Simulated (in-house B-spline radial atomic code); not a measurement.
**Yb VII (Yb6+): [Kr] 4d10 4f11 5s2 5p4 9g1 (an excited or competing configuration)**

Method: Dirac-Hartree-Fock, average of configuration, Fermi nucleus of rms radius 5.3108 fm. Calculated with a radial B-spline atomic code at the basis-set limit.

Screening seen three ways: the hydrogenic charge with the same mean radius, Z_r = [3n² - l(l+1)]/(2<r>), the one with the same energy, Z_e = n√(-2ε), and Slater's rules. Values are occupation-weighted means over j. An effective charge above Z reflects the relativistic contraction of the inner shells.

```csv
shell,electrons,ε (eV),<r> (bohr),Z_r,Z_e,Slater
1s,2,-61825,0.01966,76.30,67.41,69.70
2s,2,-10703,0.08269,72.56,56.10,65.85
2p,6,-9490.9,0.07378,67.77,52.82,65.85
3s,2,-2563.9,0.2157,62.59,41.18,58.75
3p,6,-2187.2,0.2151,58.12,38.04,58.75
3d,10,-1703.7,0.1961,53.56,33.57,48.85
4s,2,-628.91,0.4864,49.34,27.20,42.25
4p,6,-500.99,0.5147,44.68,24.27,42.25
4d,10,-323.97,0.5538,37.92,19.52,30.85
5s,2,-165.96,1.126,33.32,17.46,15.60
4f,11,-131.58,0.6459,27.87,12.44,20.50
5p,4,-130.84,1.255,29.08,15.51,15.60
9g,1,-8.3157,15.71,7.10,7.04,-
```

The least bound orbital is 9g7/2 at -8.315 eV, and it is also the most diffuse (<r> = 15.71 bohr).

Spin-orbit splittings of the orbital energies (j = l + 1/2 above j = l - 1/2 when positive): 2p 1049 eV, 3p 226.5 eV, 3d 48.9 eV, 4p 52.28 eV, 4d 9.769 eV, 4f 1.616 eV, 5p 8.817 eV, 9g -0.001179 eV.

For the 1s electron the small component carries 6.9 % of the norm, the zero-frequency Breit interaction raises the level by 202.4 eV, self-energy by 124.3 eV, and vacuum polarisation lowers it by 22.14 eV.

The density falls to 0.001 bohr⁻³ at 2.67 bohr; Σ<r²> = 301.22 bohr² gives, by the non-relativistic formula and without the paramagnetism of open shells, a Langevin diamagnetic susceptibility of -238.6×10⁻⁶ cm³/mol.
